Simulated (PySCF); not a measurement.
MgCl, SMILES [Cl][Mg], multiplicity 2. Atoms are numbered in the order given.

```xyz
2

Mg     0.0000     0.0000    -1.3032
Cl     0.0000     0.0000     0.9199
```
Charge 0, spin multiplicity 2.

Coordinates come from a B3LYP-D3(BJ)/def2-TZVPD optimisation. The spin state was assumed, not searched.

These are C-PCM-ωB97X/def2-TZVPD run with PySCF values and carry that method's errors.

The values are the electrostatic part of the solvation free energy, E(continuum) − E(gas) at the gas-phase geometry, in a cavity of scaled van der Waals radii (PySCF's table); cavitation and dispersion terms are not included. A continuum can't describe solvent molecules that bind to the metal. The dipole moment in vacuum is 3.50 D.

| solvent | ε | ΔG(elec) (kcal/mol) | dipole (D) |
|---|---|---|---|
| water | 78.36 | -11.8 | 4.68 |
| diethylether | 4.24 | -8.7 | 4.35 |
| 1-octanol | 9.86 | -10.6 | 4.54 |
